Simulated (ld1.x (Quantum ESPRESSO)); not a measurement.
# Before and after: TM potential for oxygen (O)

O, norm-conserving Troullier–Martins (Kleinman–Bylander form), made with ld1.x (Quantum ESPRESSO) 7.5 (PBE, scalar-relativistic). Core [He], reference 2s2 2p4. Waves: 2s (bound): rc 0.85 bohr; 2p (bound): rc 1.45 bohr; 3d channel at 0.15 Ry: rc 1.35 bohr. Local part: all-electron potential smoothed inside 0.65 bohr (lloc = -1). Core correction: none.

All-electron outer shells of the reference configuration (PBE, scalar-relativistic, ld1.x):

| shell | level (eV) | outermost node (bohr) | outermost maximum (bohr) |
| --- | --- | --- | --- |
| 1s | -514.70 | – | 0.13 |
| 2s | -23.96 | 0.28 | 0.87 |
| 2p | -9.03 | – | 0.82 |

Change: functional LDA (PZ).

Cutoffs: the cutoffs (Ry, on a coarse ladder) from which the occupation-weighted sum of valence levels, in a spherical-Bessel basis at the reference potential, stays within 10 and 1 mRy of its value at 400 Ry; they do not see the model core or the augmentation charge, which bear on the density cutoff. Errors are all-electron minus pseudo energies relative to the spin-unpolarised reference configuration.

Question: Predict the effect on cutoff, ghosts and configuration errors.

Answer: The potential gets neither clearly harder nor softer (80 Ry and 180 Ry → 80 Ry and 180 Ry); the number of tests with a reliable result goes from 7 to 9; of the 7 tests that both files solve, the error grows in 3 and shrinks in 1 by more than 15 % and 0.3 meV (median size 35.7 → 78.4 meV); neither file shows a bound ghost.

| quantity | base | changed |
| --- | --- | --- |
| cutoff, loose | 80 Ry | 80 Ry |
| cutoff, tight | 180 Ry | 180 Ry |
| bound ghosts | none | none |
| error for 2s2 2p3, meV [ΔE 16.43 → 16.58 eV] | +13 | +15 |
| error for 2s2 2p2, meV [ΔE 50.02 → 50.29 eV] | +146 | +160 |
| error for 2s2 2p1, meV [ΔE 103.89 → 104.26 eV] | +677 | +720 |
| error for 2s2 2p0, meV [ΔE 180.79 → 181.21 eV] | +2149 | +2218 |
| error for 2s0 2p6, meV [ΔE 29.94 → 29.23 eV] | +36 | +78 |
| error for 2s1 2p4, meV [ΔE 31.66 → 31.42 eV] | -32 | -22 |
| error for 2s2 2p3.5, meV [ΔE 6.29 → 6.37 eV] | +1.4 | +1.7 |
| s: phases at 1.59 bohr within 0.05 rad from the reference energy up to (Ry; the scan ends near 5) | 4.9 | 4.9 |
| p: phases at 1.59 bohr within 0.05 rad from the reference energy up to (Ry; the scan ends near 5) | 4.1 | 4.1 |
| d: phases at 1.59 bohr within 0.05 rad from the reference energy up to (Ry; the scan ends near 5) | to the end of the scan | to the end of the scan |
